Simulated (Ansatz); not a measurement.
Species: C3H3F2, charge 0, multiplicity 2. It need not be the lowest isomer of its formula. SMILES: C=C[C](F)F
Geometry from a B3LYP-D3(BJ)/def2-TZVP (Ansatz, a first-principles code) optimisation:
```
C
C 1 1.3648
F 2 1.3215 1 124.67
F 2 1.3226 3 111.08 1 -180.00
C 1 1.3822 2 124.98 3 0.00
H 5 1.0788 1 120.32 2 180.00
H 5 1.0802 6 118.17 1 -180.00
H 1 1.0827 2 114.65 3 -180.00
```
Charge 0, spin multiplicity 2.

Wanted: atomisation energy (electronic, to ground-state atoms), in kcal/mol. Correlated levels leave the core frozen unless marked. UHF or UKS for open shells. No spin-orbit coupling. Non-relativistic. The coupled-cluster limit lacks core correlation, which all-electron functionals hold. CBS(X,Y): correlation extrapolated as X^-3; Hartree-Fock from the larger set. [CCSD(T)-MP2]/basis is that difference in the basis named.

| level | program | atomisation energy (kcal/mol) | minus last row |
|---|---|---|---|
| HF/6-31G* | Ansatz | 565.8 | -217.2 |
| HF/cc-pVTZ | Ansatz | 568.1 | -214.9 |
| PBE-D4/def2-TZVPD | Ansatz + dftd4 | 823.5 | 40.5 |
| BLYP-D4/def2-TZVPD | Ansatz + dftd4 | 795.0 | 12.0 |
| revPBE-D4/def2-TZVPD | Ansatz + dftd4 | 796.9 | 13.9 |
| revPBE/def2-TZVPD | Ansatz | 786.8 | 3.8 |
| r2SCAN/def2-TZVPD | Ansatz | 797.2 | 14.2 |
| PBE0-D3(BJ)/def2-TZVPD | Ansatz + dftd3 | 798.8 | 15.8 |
| B2GP-PLYP-D3(BJ)/def2-TZVPD | Ansatz + dftd3 | 777.1 | -5.9 |
| B2PLYP-D3(BJ)/def2-TZVPD | Ansatz + dftd3 | 781.0 | -2.0 |
| MP2/6-31G* | Ansatz | 741.2 | -41.8 |
| MP2/cc-pVQZ | Ansatz | 792.3 | 9.3 |
| SCS-MP2/6-31G* | Ansatz | 725.7 | -57.3 |
| CCSD/STO-3G | Ansatz | 731.5 | -51.5 |
| CCSD/cc-pVTZ | Ansatz | 748.3 | -34.7 |
| CCSD(T)/cc-pVDZ | Ansatz | 720.2 | -62.8 |
| CCSD(T)/cc-pwCVTZ | Ansatz | 763.9 | -19.1 |
| CCSD(T)/cc-pVQZ | Ansatz | 775.0 | -8.0 |
| RI-MP2/CBS(cc-pVTZ,cc-pVQZ)+[CCSD(T)-MP2]/cc-pVDZ | Ansatz | 784.4 | 1.4 |
| RI-MP2/CBS(cc-pVTZ,cc-pVQZ)+[CCSD(T)-MP2]/cc-pVTZ | Ansatz | 783.2 | 0.2 |
| CCSD(T)/CBS(cc-pVTZ,cc-pVQZ) | Ansatz | 783.0 | 0.0 |

The UHF reference is spin-contaminated (<S^2> 0.19 over the pure value in the largest basis).
